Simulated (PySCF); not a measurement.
## Structure revision by computed shifts

A compound C$_{5}$H$_{14}$Si$_{2}$ gives the data below (simulated from a calculation) and was assigned the structure `C=C(C)[Si](C)(C)[SiH3]`.

$^{13}$C{$^{1}$H} NMR (computed): δ 26.0 (CH), 24.6 (CH), 18.8 (CH3), 10.3 (CH2), -6.1 (CH3).

$^{1}$H NMR (600 MHz, computed): δ 4.99 (m, 1H), 4.65 (m, 1H), 4.25 (m, 1H), 3.90 (m, 1H), 2.27 (m, 1H), 1.96 (m, 1H), 1.44 (m, 1H), 1.39 (m, 1H), 1.38 (d, 3H), 0.11 (m, 3H).

[PySCF 2.14.0 with density-fitted response routines: GFN2-xTB geometry; GIAO PBE0/pcSseg-1 shieldings; relativity neglected; one averaged value for each set of equivalent atoms; one computed conformer; in vacuum]

Chemical shifts δ = σref − σ; TMS for $^{1}$H (σref 31.72), $^{13}$C (σref 186.93), all at this level.

(1) Compare with the shifts computed for the proposed structure, pairing carbons in order of shift.

(2) Which isomer fits?

Answers

(1) Structure with atom numbers: `[CH2:1]=[C:2]([CH3:3])[Si:4]([CH3:5])([CH3:6])[SiH3:7]`. Each H is labelled by its parent atom.

| atom | computed for proposal | given list | difference |
| --- | --- | --- | --- |
| C2 | 155.9 | 26.0 | +129.9 |
| C1 | 132.7 | 24.6 | +108.1 |
| C3 | 27.6 | 18.8 | +8.8 |
| C5 | -1.5 | 10.3 | -11.8 |
| C6 | -1.5 | -6.1 | +4.6 |

The rms difference is 75.9 ppm and the largest +129.9 ppm at C2 (fully substituted alkene carbon). The proposal also would give 4 carbon signals, not 5. The carbon types in order of shift don't match either: C, CH2, CH3, CH3, CH3 for the proposal against CH, CH, CH3, CH2, CH3 in the data. The proposal doesn't fit.

(2) SMILES C[SiH2][C@@H]1C[SiH2][C@@H]1C.

Carbon types of the structure: 2 × CH, 1 × CH2, 2 × CH3, leaving 4 H on heteroatoms. δC 18.8: methyl carbon; a saturated carbon with 1 carbon neighbour and no heteroatom attached. δC 10.3: sp3 CH2 bonded to Si; an electropositive neighbour leaves it electron-rich and shielded. δC -6.1: methyl carbon bonded to Si; an electropositive neighbour leaves it electron-rich and shielded. δH 0.11: hydrogen on a methyl carbon bonded to Si; an electropositive neighbour shields it, as in TMS itself.

The data come from this structure; uniqueness wasn't tested.

Shifts are as computed. Against solution values, carbons near 30 ppm lie about +3 ppm off and those near 130 ppm about +5 ppm. Of 1309 compounds with measured shifts, 239 miss one by over three times the rms of a fit or turn the order of signals round; such compounds aren't used in these exercises. No couplings were computed; multiplicities are counted from neighbouring protons, with m where these are inequivalent, close in shift, in a saturated or five-membered ring or joined by F or P, and br s for small geminal =CH2 splittings.
